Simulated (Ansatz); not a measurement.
One change: `BC(C)Br` becomes `BC(C)F`.

Ansatz, PBE0-D4/def2-TZVP geometries, multiplicity 1. 

Scalar relativity is left out up to krypton.

| property | `BC(C)Br` |
| --- | --- |
| HOMO–LUMO gap (ωB97M-V/def2-TZVPP) / eV | 11.69 |
| HOMO–LUMO gap (PBE0/def2-TZVPP) / eV | 7.47 |
| HOMO energy (B3LYP/def2-TZVPP) / eV | -8.11 |
| LUMO energy (PBE0/def2-TZVPP) / eV | -0.90 |
| HOMO energy (PBE/def2-TZVPP) / eV | -7.08 |
| size of the dipole moment (B3LYP/def2-TZVPP) / D | 1.97 |

Give the same properties after the change, and the shifts. (Best estimate.)

Ansatz gave: 
```
                                        property  `BC(C)F`  shift
         HOMO–LUMO gap (ωB97M-V/def2-TZVPP) / eV     11.24  -0.45
            HOMO–LUMO gap (PBE0/def2-TZVPP) / eV      6.95  -0.52
             HOMO energy (B3LYP/def2-TZVPP) / eV     -8.46  -0.35
              LUMO energy (PBE0/def2-TZVPP) / eV     -1.71  -0.81
               HOMO energy (PBE/def2-TZVPP) / eV     -7.09  -0.01
size of the dipole moment (B3LYP/def2-TZVPP) / D      1.83  -0.14
```

With PBE0 the HOMO falls by 0.29 eV and the LUMO falls by 0.81 eV, so the gap narrows by about 0.52 eV. PBE moves the HOMO by -0.01 eV and ωB97M-V by -0.41 eV. Dipoles are sizes alone; their direction can turn.

B3LYP here is the variant with VWN-RPA as its local correlation; programs differ in this.

Spin–orbit coupling is left out; it splits and shifts lone-pair levels of the heavy atoms by tenths of an eV.
